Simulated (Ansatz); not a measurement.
`P[SiH2]Cl` + H₂Se → `P[SiH2][SeH]` + HCl at 600 K and 1 bar (ligand exchange at the Si–Cl bond).

Isolated molecules relaxed with PBE0-D4/def2-TZVP in Ansatz; ΔE leaves out vibrations. CCSD(T)/CBS is the MP2 limit (def2-TZVPP, def2-QZVPP) plus CCSD(T) − MP2 in def2-TZVPP, frozen cores. This one scheme is used for every species. For Se outer-core shells are correlated without core-valence functions, which leaves a few kJ/mol of doubt a bond. Scalar relativity is left out up to krypton. One conformer a species, not always the lowest.

| species | CCSD(T)/CBS energy (Eh) | H − E (kJ/mol) | S (J/(mol·K)) |
| --- | --- | --- | --- |
| `P[SiH2]Cl` | -1092.24436 | 142.0 | 381.7 |
| H₂Se | -2401.89790 | 57.0 | 244.8 |
| `P[SiH2][SeH]` | -3033.74999 | 166.9 | 418.9 |
| HCl | -460.38127 | 35.4 | 207.2 |

H − E and S are ideal-gas, rigid-rotor, harmonic terms from PBE0-D4/def2-TZVP, for one conformer and one mirror image of each species. 1 Eh = 2625.50 kJ/mol, R = 8.31446 J/(mol·K).

Problem. By hand: ΔE, ΔH, ΔS and ΔG.

Solution. ΔE = (-3033.74999) + (-460.38127) − (-1092.24436) − (-2401.89790) = 0.01100 Eh = 28.9 kJ/mol. Δ(H − E) = 166.9 + 35.4 − 142.0 − 57.0 = 3.3, so ΔH = 32.2 kJ/mol. ΔS = 418.9 + 207.2 − 381.7 − 244.8 = -0.4 J/(mol·K). ΔG = 32.2 − 600 × (-0.4)/1000 = 32.4 kJ/mol.

Problem. By hand: the equilibrium constant, and the temperature at which ΔG would vanish if ΔH and ΔS stayed fixed.

Solution. log₁₀ K = −ΔG/(RT ln 10) = -2.8. ΔH and −TΔS have one sign here, so there is no such temperature. One of them is within its doubt of zero, so this could turn.

The number of gas molecules stays the same, so ΔS is small and ΔH decides. A doubt of 5 kJ/mol in ΔE shifts log₁₀ K by 0.4 here. Other conformers and mirror images would add mixing entropy, several J/(mol·K) or more a flexible species. These are equilibria of isolated gas molecules and say nothing of rates. Largest T1 diagnostic: 0.012 (customary marks: 0.02 for closed shells, 0.045 for open ones).
